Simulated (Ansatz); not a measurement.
Consider the ligand exchange at the Sn–F bond: `[CH3][SnH]([OH])[F]` + HBr → `[CH3][SnH]([OH])[Br]` + H–F.

Calculated with Ansatz (gas phase, PBE0-D4/def2-TZVP geometries, no zero-point term in ΔE). CCSD(T)/CBS is the MP2 limit (def2-TZVPP, def2-QZVPP) plus CCSD(T) − MP2 in def2-TZVPP, frozen cores. This one scheme is used for every species. Functionals use def2-TZVPP. Elements past krypton have def2 core potentials. For Br, Sn outer-core shells are correlated without core-valence functions, which leaves a few kJ/mol of doubt a bond. Scalar relativity is left out up to krypton. Each species was taken in one conformer, which may not be the lowest.

CCSD(T)/CBS gives -12.5 kcal/mol.

(1) Another level gave -11.3 kcal/mol. Which?
A. BLYP-D4/def2-TZVPP
B. r2SCAN0-D4/def2-TZVPP
C. r2SCAN/def2-TZVPP
D. CCSD/def2-TZVPP

Largest T1 diagnostic among the species: 0.013.

Answers

(1) D. CCSD/def2-TZVPP -11.3, r2SCAN0-D4 -12.3, BLYP-D4 -8.9, r2SCAN -10.2 kcal/mol.

From BLYP to BHLYP (50 % exact exchange), in def2-TZVPP and without D4, ΔE moves by −3.2 kcal/mol. The D4 term adds −1.5 kcal/mol with B3LYP and −0.8 kcal/mol with PBE0; it sums over pairs of atoms, weighted by their polarisabilities, and B3LYP, whose exchange is more repulsive, gets the larger term.

B3LYP here is the variant with VWN-RPA as its local correlation; programs differ in this.
